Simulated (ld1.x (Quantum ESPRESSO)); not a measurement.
## Which change was made? (B, TM)

- Element: boron (B)
- Generator: ld1.x (Quantum ESPRESSO) 7.5
- Type: norm-conserving Troullier–Martins (Kleinman–Bylander form)
- Functional: PBEsol
- Relativity: non-relativistic
- Frozen core: [He]
- Valence charge: 3
- Reference configuration: 2s2 2p1
- Partial waves: 2p (bound): rc 3.80 bohr; 2s (bound): rc 1.55 bohr
- Local potential: the s channel
- Core correction: none

Cutoffs, loose and tight: the cutoffs (Ry, on a coarse ladder) from which the occupation-weighted sum of valence levels, in a spherical-Bessel basis at the reference potential, stays within 10 and 1 mRy of its value at 400 Ry. They do not see the model core or the augmentation charge, which bear on the density cutoff. Test errors are all-electron minus pseudo excitation energies from the reference, over the configurations 2s2 2p0; 2s1 2p0; 2s2 2p0.5; 2s1 2p2; 2s2 2p1.3; 2s1 2p1; 2s0 2p3; variants that change the core or the reference have their own tests.

The base gives: outcome: generated; cutoff, loose: 18 Ry; cutoff, tight: 50 Ry; bound ghosts: none; largest test error (meV): +543.

(1) After one change the result is: outcome: generated; cutoff, loose: 18 Ry; cutoff, tight: 50 Ry; bound ghosts: none; largest test error (meV): +899. Which change was it?
A. wave 2p (bound): rc 3.80 bohr becomes 2p (bound): rc 2.74 bohr
B. wave 2p (bound): rc 3.80 bohr becomes 2p (bound): rc 4.52 bohr
C. wave 2p (bound): rc 3.80 bohr becomes 2p (bound): rc 3.28 bohr
D. wave 2p (bound): rc 3.80 bohr becomes 2p (bound): rc 5.56 bohr
E. wave 2p (bound): rc 3.80 bohr becomes 2p (bound): rc 5.02 bohr

## Answers

(1) B. The others give: wave 2p (bound): rc 3.80 bohr becomes 2p (bound): rc 5.02 bohr → outcome: generated; cutoff, loose: 18 Ry; cutoff, tight: 50 Ry; bound ghosts: none; largest test error (meV): +1167 | wave 2p (bound): rc 3.80 bohr becomes 2p (bound): rc 2.74 bohr → outcome: generated; cutoff, loose: 18 Ry; cutoff, tight: 50 Ry; bound ghosts: none; largest test error (meV): +202 | wave 2p (bound): rc 3.80 bohr becomes 2p (bound): rc 3.28 bohr → outcome: generated; cutoff, loose: 18 Ry; cutoff, tight: 50 Ry; bound ghosts: none; largest test error (meV): +342 | wave 2p (bound): rc 3.80 bohr becomes 2p (bound): rc 5.56 bohr → outcome: generated; cutoff, loose: 18 Ry; cutoff, tight: 50 Ry; bound ghosts: none; largest test error (meV): +1486.
